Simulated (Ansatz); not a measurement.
`[F][GeH2][S][GeH3]` and `BC[S][GeH2][F]` differ in one atom or group.

Ansatz, PBE0-D4/def2-TZVP geometries, multiplicity 1. Each molecule was computed in one conformer, which needn't be the lowest.

Scalar relativity is left out up to krypton.

```csv
property,`[F][GeH2][S][GeH3]`
HOMO–LUMO gap (PBE0/def2-TZVPP) / eV,7.28
HOMO–LUMO gap (PBE/def2-TZVPP) / eV,5.19
size of the dipole moment (ωB97M-V/def2-TZVPP) / D,1.66
LUMO energy (PBE/def2-TZVPP) / eV,-1.25
HOMO energy (ωB97M-V/def2-TZVPP) / eV,-9.81
LUMO energy (PBE0/def2-TZVPP) / eV,-0.37
```

Give the same properties after the change, and the shifts. (Estimate.)

Ansatz gave: 
```
                                          property  `BC[S][GeH2][F]`  shift
              HOMO–LUMO gap (PBE0/def2-TZVPP) / eV              5.54  -1.74
               HOMO–LUMO gap (PBE/def2-TZVPP) / eV              3.28  -1.91
size of the dipole moment (ωB97M-V/def2-TZVPP) / D              1.83   0.17
                 LUMO energy (PBE/def2-TZVPP) / eV             -2.84  -1.59
             HOMO energy (ωB97M-V/def2-TZVPP) / eV             -9.53   0.28
                LUMO energy (PBE0/def2-TZVPP) / eV             -1.78  -1.41
```

With PBE0 the HOMO rises by 0.32 eV and the LUMO falls by 1.41 eV, so the gap narrows by about 1.73 eV. PBE moves the HOMO by 0.33 eV and ωB97M-V by 0.28 eV. Dipoles are sizes alone; their direction can turn.

Positive LUMOs are unbound, so they and the gaps depend on the basis.
